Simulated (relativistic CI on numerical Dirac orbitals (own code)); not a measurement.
Ce⁺: computed level list

These numbers are calculated, not measured: Dirac-Coulomb-Breit CI, separate exchange-only KLI orbitals for each configuration, a model potential for QED, valence Slater integrals scaled by 0.85, P86 correlation energy added to each configuration (own radial code, finite nucleus).

Configuration list (outside the closed core [Xe]): 4f5d², 4f5d6s, 4f²6s, 4f²5d, 4f6s², 4f5d6p, 4f²6p, 5d³, 4f³, 4f6s6p, 5d²6s, 4f5d5f, 4f5d5g, 4f5d6d, 5d6s², 4f5d7s. Levels of other configurations are missing.

| No. | Configuration | Term | J | E (cm⁻¹) | % | Next component (%) | jj configuration (%) |
| --- | --- | --- | --- | --- | --- | --- | --- |
| 1 | 4f5d²(3F) | ⁴H° | 7/2 | 0.0 | 75 | 22 ²G° | 4f5/2 5d3/2^2 (70) |
| 2 | 4f5d²(3F) | ⁴H° | 9/2 | 816.1 | 60 | 20 ²G° | 4f5/2 5d3/2 5d5/2 (51) |
| 3 | 4f5d²(3F) | ⁴I° | 9/2 | 1111.0 | 79 | 12 ⁴H° | 4f5/2 5d3/2^2 (54) |
| 4 | 4f5d²(3F) | ²G° | 7/2 | 1977.6 | 61 | 21 ⁴H° | 4f5/2 5d3/2 5d5/2 (32) |
| 5 | 4f5d²(3F) | ⁴H° | 11/2 | 2006.5 | 64 | 31 ⁴I° | 4f5/2 5d3/2 5d5/2 (37) |
| 6 | 4f5d²(3F) | ⁴I° | 11/2 | 2189.5 | 64 | 29 ⁴H° | 4f5/2 5d3/2 5d5/2 (49) |
| 7 | 4f5d²(3F) | ²G° | 9/2 | 2253.6 | 72 | 23 ⁴H° | 4f5/2 5d5/2^2 (37) |
| 8 | 4f5d²(1D) | ²H° | 9/2 | 2979.0 | 46 | 22 4f5d6s ²H° | 4f5/2 5d3/2 6s (29) |
| 9 | 4f5d²(3F) | ⁴H° | 13/2 | 3008.7 | 58 | 35 ⁴I° | 4f5/2 5d5/2^2 (35) |
| 10 | 4f5d²(3F) | ⁴D° | 1/2 | 3172.3 | 67 | 27 ²P° | 4f5/2 5d3/2^2 (68) |
| 11 | 4f5d²(3F) | ²F° | 5/2 | 3352.7 | 67 | 16 4f5d6s ²F° | 4f5/2 5d3/2 5d5/2 (44) |
| 12 | 4f5d²(3F) | ⁴I° | 13/2 | 3461.1 | 62 | 37 ⁴H° | 4f7/2 5d3/2 5d5/2 (73) |
| 13 | 4f5d6s | ²G° | 7/2 | 3694.3 | 38 | 23 4f5d² ²G° | 4f5/2 5d3/2 6s (33) |
| 14 | 4f5d²(3F) | ⁴D° | 3/2 | 3862.9 | 88 | 7 ²P° | 4f5/2 5d3/2 5d5/2 (63) |
| 15 | 4f5d²(3F) | ²F° | 7/2 | 3974.5 | 34 | 23 ⁴D° | 4f5/2 5d3/2 5d5/2 (23) |
| 16 | 4f5d6s | ⁴F° | 3/2 | 4074.4 | 77 | 10 4f5d² ⁴F° | 4f5/2 5d3/2 6s (67) |
| 17 | 4f5d6s | ²G° | 9/2 | 4256.1 | 66 | 11 4f5d² ²H° | 4f5/2 5d5/2 6s (44) |
| 18 | 4f5d²(3F) | ⁴D° | 5/2 | 4511.5 | 67 | 20 4f5d6s ⁴F° | 4f5/2 5d5/2^2 (24) |
| 19 | 4f5d²(3F) | ⁴I° | 15/2 | 4658.2 | 99 | 1 4f³ ⁴I° | 4f7/2 5d5/2^2 (77) |
| 20 | 4f5d6s | ⁴F° | 5/2 | 4728.6 | 60 | 16 4f5d² ⁴D° | 4f5/2 5d5/2 6s (31) |
| 21 | 4f5d²(1D) | ²H° | 11/2 | 4794.3 | 67 | 23 4f5d6s ²H° | 4f7/2 5d3/2 5d5/2 (39) |
| 22 | 4f5d²(1D) | ²P° | 1/2 | 5046.5 | 43 | 27 ⁴D° | 4f5/2 5d5/2^2 (29) |
| 23 | 4f5d6s | ⁴H° | 7/2 | 5105.5 | 66 | 10 ²G° | 4f5/2 5d3/2 6s (37) |
| 24 | 4f5d²(3F) | ⁴F° | 3/2 | 5308.6 | 80 | 13 4f5d6s ⁴F° | 4f5/2 5d3/2^2 (36) |
| 25 | 4f5d6s | ⁴F° | 7/2 | 5437.0 | 62 | 21 4f5d² ⁴D° | 4f5/2 5d5/2 6s (37) |
| 26 | 4f5d6s | ⁴H° | 9/2 | 5674.5 | 86 | 4 ⁴F° | 4f5/2 5d5/2 6s (44) |
| 27 | 4f5d²(3F) | ⁴F° | 5/2 | 5795.6 | 84 | 7 4f5d6s ⁴F° | 4f5/2 5d3/2 5d5/2 (46) |
| 28 | 4f5d²(3F) | ⁴D° | 7/2 | 5868.6 | 42 | 27 ²F° | 4f7/2 5d5/2^2 (59) |
| 29 | 4f5d²(1D) | ²P° | 3/2 | 5993.1 | 40 | 27 ²D° | 4f5/2 5d5/2^2 (40) |
| 30 | 4f5d²(1G) | ²I° | 11/2 | 6138.1 | 94 | 2 ⁴I° | 4f5/2 5d3/2 5d5/2 (43) |

Energies count from the lowest computed level; ° marks odd parity. Percentages are summed over parent terms; the parents shown are those of the largest component, closed shells are left out there. Filled j subshells are mostly left out of the jj labels.

The mean weight of the leading LS term, summed over parents, in these 30 levels is 66 %, and that of the leading jj configuration (from the same eigenvectors) 45 %, so LS coupling describes them better.

For a near-neutral ion this model can misplace configurations by up to about 10,000 cm⁻¹ (more where the count of f electrons changes) and terms by 10 to 25 % of their spread. Rates follow the energies as ν³ (E1, M1) or ν⁵ (E2), so they and the lifetimes can be off by large factors. The fine structure of a lone outer electron comes out too small, for d and f at times inverted, and misplaced configurations move strength between like terms.

LS names give the leading component of a level, which can be under half, so a name can repeat, a term be missing and a line seem to break the LS rules.
